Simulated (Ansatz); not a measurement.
Total energies of C₅H₁₃Al (`CC(C)(C)[CH2][AlH2]`).

Z-matrix (Å, degrees):
```
C
C 1 1.527
H 1 1.094 2 111.1
H 1 1.095 2 111.2 3 -119.7
H 1 1.094 2 110.9 3 119.8
C 2 1.528 1 109.1 3 -58.4
C 2 1.527 1 109.3 3 60.8
C 2 1.535 1 109.8 3 -178.8
H 6 1.094 2 110.9 1 179.8
H 6 1.094 2 110.9 1 -60.5
H 6 1.094 2 111.3 1 59.6
H 7 1.094 2 110.9 1 179.2
H 7 1.095 2 111.2 1 58.8
H 7 1.094 2 111.1 1 -60.9
Al 8 1.960 2 119.3 1 -60.4
H 8 1.101 2 109.7 1 62.8
H 8 1.101 2 109.7 1 176.4
H 15 1.592 8 123.4 2 1.6
H 15 1.591 8 118.2 2 -178.5
```

Charge 0, multiplicity 1. The geometry is a stationary point of PBE0-D4/def2-TZVP. Basis def2-TZVPP, Ansatz 0.2.0.

RPA on PBE orbitals: Hartree–Fock energy of these orbitals -438.83054 Eh, correlation -1.68617 Eh (frozen core).

| functional | energy without D4 (Eh) | D4 term (kJ/mol) |
| --- | --- | --- |
| PBE0 | -440.48785 | -36.8 |
| ωB97M-V | -440.71326 | – |

Question: Give the same for LDA (SPW92), PBE, revPBE, BLYP, r2SCAN, B97M-V, B3LYP, r2SCANh, r2SCAN0, HSE06 (plane-wave form), BHLYP, CAM-B3LYP, LC-ωPBE, ωB97X-V, B2PLYP, PBE-QIDH. (Best estimate.)

Answer: Ansatz gave: 
```csv
functional,energy without D4 (Eh),D4 term (kJ/mol)
LDA (SPW92),-437.89272,–
PBE,-440.41953,-43.3
revPBE,-440.72861,-136.7
BLYP,-440.72091,-94.7
r2SCAN,-440.69792,-11.5
B97M-V,-440.81351,–
B3LYP,-440.88983,-68.8
r2SCANh,-440.69079,-12.1
r2SCAN0,-440.68127,-13.2
HSE06 (plane-wave form),-440.46842,-34.2
BHLYP,-440.72449,-49.8
CAM-B3LYP,-440.73837,-37.1
LC-ωPBE,-440.65500,–
ωB97X-V,-440.76492,–
B2PLYP,-440.53898,–
PBE-QIDH,-440.37946,–
```

B3LYP takes the VWN-RPA correlation (the form of Gaussian; ORCA's B3LYP/G). HSE06 is the plane-wave form, built on full-range PBE exchange. The double hybrids freeze the cores in their second-order part.

LC-ωPBE has ω = 0.4 bohr⁻¹.
